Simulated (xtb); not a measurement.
Cl$_{4}$Zr (SMILES [Cl][Zr]([Cl])([Cl])[Cl]), singlet, at a GFN2-xTB geometry (such geometries of metal compounds can be far from the true shape); GFN1-xTB with ALPB(water) in xtb.

xtb was given this input:
```
$ xtb mol.xyz --gfn 1 --alpb water --json

# file mol.xyz
5

Zr    -0.00000000     0.00000000     0.00000000
Cl     1.79919529    -0.56519177    -1.22978742
Cl     0.64651622     0.46587134     2.10568355
Cl    -0.98544887     1.81277582    -0.90092002
Cl    -1.46026264    -1.71345538     0.02502389
```

It wrote (shortened):

```
   ID    Z sym.   atoms
    1   40 Zr     1
    2   17 Cl     2-5

           -------------------------------------------------
          |                Calculation Setup                |
           -------------------------------------------------

           -------------------------------------------------
          |                 G F N 1 - x T B                 |
           -------------------------------------------------

      * Solvation model:               ALPB
        Solvent                        water
        Parameter file                 internal GFN1-xTB/ALPB
        Dielectric constant                8.0200E+01
        Reference state                gsolv [1 M gas/solution]
        Free energy shift                  4.2456E-03 Eh       2.6642E+00 kcal/mol
        Temperature                        2.9815E+02 K
        Density                            1.0000E+00 kg/L
        Solvent mass                       1.8000E+01 g/mol
        Interaction kernel             P16
        Born radius scaling (c1)           1.9452E+00
        Born radii integrator          GBOBC
        Born offset                        0.0000E+00 a0       0.0000E+00 AA
        H-bond correction              true
        Ion screening                  false
        Surface tension                    1.0000E-05 Eh       1.5569E+01 dyn/cm
        Grid points                               230 per atom

          ...................................................
          :                      SETUP                      :
          :.................................................:
          :  # basis functions                  50          :
          :  # atomic orbitals                  45          :
          :  # shells                           15          :
          :  # electrons                        32          :
          :  # halogen bonds                     0          :
          :  max. iterations                   250          :
          :  Hamiltonian                  GFN1-xTB          :
          :  restarted?                      false          :
          :  GBSA solvation                   true          :
          :  PC potential                    false          :
          :  electronic temp.          300.0000000     K    :
          :  accuracy                    1.0000000          :
          :  -> integral cutoff          0.2500000E+02      :
          :  -> integral neglect         0.1000000E-07      :
[...]
         :: total energy             -18.679876726396 Eh    ::
[...]
        19                         -0.3331409              -9.0652
        20                         -0.3331408              -9.0652
        21                         -0.3331407              -9.0652
        22                         -0.0734600              -1.9989
        23                         -0.0725459              -1.9741
        24                         -0.0725459              -1.9741
        25                         -0.0725458              -1.9741
        26                         -0.0698751              -1.9014
        27                         -0.0698746              -1.9014
       ...                                ...                  ...
        45                          0.4711716              12.8212
      -------------------------------------------------------------
                  HL-Gap            0.1292359 Eh            3.5167 eV
             Fermi-level           -0.4287728 Eh          -11.6675 eV

  Mulliken/CM5 charges         n(s)   n(p)   n(d)
     1Zr    1.30210  1.76656   0.469  1.116  1.112
     2Cl   -0.32553 -0.44164   1.821  5.510 -0.005
     3Cl   -0.32552 -0.44163   1.821  5.510 -0.005
     4Cl   -0.32552 -0.44164   1.821  5.510 -0.005
     5Cl   -0.32554 -0.44165   1.821  5.510 -0.005

Wiberg/Mayer (AO) data.
largest (>0.10) Wiberg bond orders for each atom

 ---------------------------------------------------------------------------
     #   Z sym  total        # sym  WBO       # sym  WBO       # sym  WBO
 ---------------------------------------------------------------------------
     1  40 Zr   4.501 --     3 Cl   1.125     4 Cl   1.125     2 Cl   1.125
                             5 Cl   1.125
     2  17 Cl   1.192 --     1 Zr   1.125
     3  17 Cl   1.192 --     1 Zr   1.125
     4  17 Cl   1.192 --     1 Zr   1.125
     5  17 Cl   1.192 --     1 Zr   1.125
 ---------------------------------------------------------------------------

Topologies differ in total number of bonds
Writing topology from bond orders to xtbtopo.mol

 dipole moment from electron density (au)
     X       Y       Z
   0.0000   0.0000   0.0000  total (Debye):    0.000

           -------------------------------------------------
          | TOTAL ENERGY              -18.679876726396 Eh   |
          | GRADIENT NORM               0.025966324543 Eh/α |
          | HOMO-LUMO GAP               3.516689077560 eV   |
           -------------------------------------------------

normal termination of xtb
```
